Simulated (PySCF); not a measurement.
C2H5BO3, SMILES OB1OCCO1.

Coordinates come from a PBE0-D3(BJ)/def2-SVP optimisation. The geometry has at least one imaginary mode, so it is a saddle point at that level. Other conformers were not sampled.

Computed with r2SCAN/def2-TZVP in PySCF.

Isolated molecule, no solvent.

```
Quantity                                                                                                        Value
---------------------------------------------------------------------------------------------  ----------------------
total energy                                                                                       -329.84568 hartree
point group                                                                                                        Cs
highest occupied level                                                                                       -6.73 eV
lowest empty level                                                                                            0.43 eV
orbital gap                                                                                                   7.16 eV
dipole moment                                                                                                  2.28 D
quadrupole, principal values (traceless, Buckingham form, about the centre of nuclear charge)   -8.48, 0.25, 8.23 D·Å
mean static polarisability                                                                       44.5 bohr³ (6.60 Å³)
polarisability, principal values                                                               36.5, 43.3, 53.9 bohr³
```
